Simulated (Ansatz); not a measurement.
Reaction (ligand exchange at a Ti–O bond): `FC(F)(F)C[O][Ti]([F])([F])[F]` + HI → `[F][Ti]([F])([F])[I]` + `OCC(F)(F)F`

Calculated with Ansatz (gas phase, PBE0-D4/def2-TZVP geometries, no zero-point term in ΔE). CBS: MP2 limit from def2 TZ/QZ plus the TZ coupled-cluster correction, frozen cores. Functionals use def2-TZVPP. def2 core potentials past Kr. For I, Ti outer-core shells are correlated without core-valence functions, which leaves a few kJ/mol of doubt a bond. Scalar relativity is left out up to krypton. Each species was taken in one conformer, which may not be the lowest.

CCSD(T)/CBS gives -0.4 kcal/mol.

(1) Another level gave -1.6 kcal/mol. Which?
A. r2SCAN-D4/def2-TZVPP
B. RPA@PBE/def2-TZVPP
C. CAM-B3LYP/def2-TZVPP
D. revPBE/def2-TZVPP

Largest T1 diagnostic among the species: 0.023, so the coupled-cluster value is less sure than usual.

Results:

(1) A. r2SCAN-D4 -1.6, CAM-B3LYP 2.0, RPA@PBE/def2-TZVPP 0.2, revPBE -2.7 kcal/mol.

The D4 term adds +0.8 kcal/mol with B3LYP and +0.6 kcal/mol with PBE0; it sums over pairs of atoms, weighted by their polarisabilities, and B3LYP, whose exchange is more repulsive, gets the larger term. From BLYP to BHLYP (50 % exact exchange), in def2-TZVPP and without D4, ΔE moves by +0.8 kcal/mol.

B3LYP here is the variant with VWN-RPA as its local correlation; programs differ in this.
